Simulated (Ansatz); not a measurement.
Program: Ansatz. Geometries: PBE0-D4/def2-TZVP. ΔE: electronic, gas phase. CCSD(T)/CBS adds triple-zeta CCSD(T) − MP2 to the extrapolated MP2 energy (def2 sets, frozen cores). Functionals use def2-TZVPP. HSE06 is defined as in plane-wave codes. def2 core potentials past Kr. For Ge, In outer-core shells are correlated without core-valence functions, which leaves a few kJ/mol of doubt a bond. Scalar relativity is left out up to krypton. One conformer a species, not always the lowest.

`[CH3][In]([CH3])[O][SiH3]` + `C[N](C)[Ge][NH2]` → `C[N](C)[In]([CH3])[O][SiH3]` + `[CH3][Ge][NH2]`  (redistribution)

```
             level  ΔE (kJ/mol)  difference from CCSD(T)/CBS
            PBE-D4         56.3                          8.2
         r2SCAN-D4         57.0                          8.9
           PBE0-D4         54.9                          6.8
          HSE06-D4         54.9                          6.8
          BHLYP-D4         52.7                          4.6
           ωB97M-V         53.0                          4.9
          PBE-QIDH         54.8                          6.7
            revPBE         55.9                          7.8
             BHLYP         53.7                          5.6
         CAM-B3LYP         54.7                          6.6
           LC-ωPBE         52.0                          3.9
      MP2/def2-SVP         50.2                          2.1
    MP2/def2-TZVPP         56.3                          8.2
SCS-MP2/def2-TZVPP         53.7                          5.6
CCSD(T)/def2-TZVPP         51.1                          3.0
     MP2/CBS(def2)         53.2                          5.1
       CCSD(T)/CBS         48.1                            0
```

Largest T1 diagnostic among the species: 0.014.

In def2-TZVPP, CCSD(T) changes the Hartree–Fock value by +3.7 kJ/mol (the triples alone add +1.0 kJ/mol) and MP2 by +8.9 kJ/mol. From BLYP to BHLYP (50 % exact exchange), in def2-TZVPP and without D4, ΔE moves by −3.1 kJ/mol.

CCSD(T)/CBS has its own doubt, a few kJ/mol and more with outer-core shells, so smaller differences from it don't rank the levels.
